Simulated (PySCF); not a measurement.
Frontier levels across methods

BClH8Si3.
Z-matrix (Å and degrees, PBE0-D3(BJ)/def2-SVP geometry), rows numbered from 1:
```
Si
Si  1  2.3558
Si  2  2.3576  1  107.82
B   3  2.0092  2  102.63  1    77.03
Cl  4  1.7497  3  119.24  2   -72.14
H   1  1.4955  2  109.56  3   110.68
H   1  1.4951  2  110.88  3  -129.24
H   1  1.4938  2  110.19  3    -8.71
H   2  1.4968  1  110.45  3  -121.86
H   2  1.4979  1  110.05  3   118.88
H   3  1.4957  2  111.25  1  -161.45
H   3  1.4976  2  107.39  1   -41.48
H   4  1.2076  3  124.39  2   102.23
```

Basis pcSseg-1 throughout (PySCF), one geometry. One conformer (not necessarily the lowest) at the PBE0-D3(BJ)/def2-SVP geometry, without solvent, vibrations or thermal averaging.

Task: How do the orbital energies, the gap and the dipole change with the method?

Result: 
| method | kind | HOMO (eV) | LUMO (eV) | gap (eV) | μ (D) | SCF cycles |
| --- | --- | --- | --- | --- | --- | --- |
| BLYP | GGA | -6.48 | -3.04 | 3.44 | 0.51 | 13 |
| B97-D | GGA | -6.62 | -3.06 | 3.56 | 0.57 | 14 |
| OPBE | GGA | -6.63 | -3.14 | 3.48 | 0.52 | 13 |
| PBE | GGA | -6.63 | -3.25 | 3.38 | 0.50 | 12 |
| KT2 | GGA | -6.70 | -3.24 | 3.46 | 0.57 | 13 |
| KT3 | GGA | -6.72 | -3.15 | 3.56 | 0.56 | 13 |
| LDA | LDA | -6.72 | -3.48 | 3.24 | 0.53 | 12 |
| BP86 | GGA | -6.74 | -3.32 | 3.42 | 0.53 | 12 |
| B97-2 | global hybrid | -7.56 | -2.37 | 5.19 | 0.70 | 12 |
| B3LYP | global hybrid | -7.56 | -2.52 | 5.04 | 0.66 | 12 |
| PBE0 | global hybrid | -7.79 | -2.39 | 5.40 | 0.69 | 12 |
| mPW1PW91 | global hybrid | -7.81 | -2.38 | 5.43 | 0.71 | 12 |
| BHandHLYP | global hybrid | -8.76 | -1.34 | 7.43 | 0.87 | 11 |
| CAM-B3LYP | range-separated hybrid | -9.01 | -1.24 | 7.77 | 0.76 | 11 |
| wB97X-D | range-separated hybrid | -9.58 | -0.58 | 8.99 | 0.81 | 12 |
| HF | Hartree–Fock | -10.27 | 1.11 | 11.38 | 1.14 | 11 |
| LC-wPBE | range-separated hybrid | -10.32 | -0.19 | 10.13 | 0.84 | 13 |

The HOMO spans 3.84 eV, from BLYP down to LC-wPBE, and the gap runs from 3.24 eV (LDA) to 11.38 eV (HF). Over the methods BLYP (0 %), B97-D (0 %), OPBE (0 %), PBE (0 %), KT2 (0 %), KT3 (0 %), LDA (0 %), BP86 (0 %), B97-2 (21 %), B3LYP (20 %), PBE0 (25 %), mPW1PW91 (25 %), BHandHLYP (50 %), HF (100 %), a straight line through the gap against the share of exact exchange rises by 0.79 eV for each 10 % (correlation coefficient 0.999). The dipole ranges from 0.50 D (PBE) to 1.14 D (HF). This basis has no diffuse functions.
